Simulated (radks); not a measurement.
Values are calculated unless marked as measured or tabulated.
Problem. Coherent X-ray form factor from a spherical all-electron density. Code: a radial shooting solver on a logarithmic mesh with Libxc functionals. Model: scalar-relativistic Kohn-Sham, BLYP, spin-polarised, spherical densities, finite nucleus; Fermi nuclear charge, rms radius of each element as measured or else 0.836 A^(1/3) + 0.57 fm.

sin(theta)/lambda (1/angstrom),f0 (electrons)
0.05,72.398
0.1,70.680
0.15,68.078
0.2,64.896
0.25,61.434
0.3,57.930
0.4,51.360
0.5,45.709
0.6,40.932
0.8,33.248
1,27.295
1.25,21.850
1.5,18.281
2,14.351

The species is in the configuration that NIST lists as its ground one. Which atom or ion scatters so?

Solution. The iridium ion Ir4+, [Xe] 4f14 5d5. Extrapolating in s^2 from the first two rows gives f0(0) = 73.0, near the electron count 73; among species with that count, the fall with angle is slower the higher Z, and the table is that of Z = 77; from so few rows the species is fixed only to a neighbour or two.
